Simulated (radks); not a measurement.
Excited configurations of the promethium ion Pm17+: one electron is placed in a higher orbital outside [Kr] 4d7. The ground configuration is [Kr] 4d8. Calculated with a radial shooting solver on a logarithmic mesh with Libxc functionals: Dirac Kohn-Sham, PBE, spin-unpolarised, spherical densities, finite nucleus; open shells are shared between the two j in proportion to 2j + 1; Fermi nuclear charge, rms radius 4.962 fm. Excitation = E - E(ground); binding = E(ion) - E, where the ion is the core of charge +18; n* = 18/sqrt(2 binding) in atomic units. These energies are relativistic, and a one-electron ion of charge +18 with no core already has n* below n in this formula (Dirac formula, point nucleus, mean over j: 4f 3.999, 5p 4.996, 6s 5.992, 6p 5.995, 6d 5.998, 6f 5.999, 7f 6.998). The quantum defect is therefore taken as that value minus n*, so that it holds no relativistic shift of the bare ion. Eigenvalue and <r> are those of j = l + 1/2.

| outer orbital | excitation (eV) | binding (eV) | quantum defect | <r> (bohr) |
|---|---|---|---|---|
| 4f | 131.18 | 371.23 | 0.553 | 0.6496 |
| 5p | 189.12 | 313.29 | 1.244 | 1.163 |
| 6s | 293.32 | 209.10 | 1.401 | 1.782 |
| 6p | 308.79 | 193.62 | 1.224 | 1.887 |
| 6d | 331.89 | 170.53 | 0.913 | 2.028 |
| 6f | 356.67 | 145.75 | 0.499 | 2.205 |
| 7f | 397.89 | 104.53 | 0.504 | 3.203 |

The Delta-SCF ionisation energy is 502.41 eV (NIST Atomic Spectra Database: 497 eV, theoretical). Self-interaction in the functional shifts the binding energies and quantum defects, so they are the method's values and not measured ones. Spin polarisation and multiplet splitting are left out, so open shells lie too high by an amount that depends on their filling. Sharing an open shell by 2j + 1 raises it above the true ground level by a part of the spin-orbit splitting, which enters the differences from NIST.

Beside tabulated values, note that spin-unpolarised runs miss the spin-polarisation part of the exchange energy of open shells.
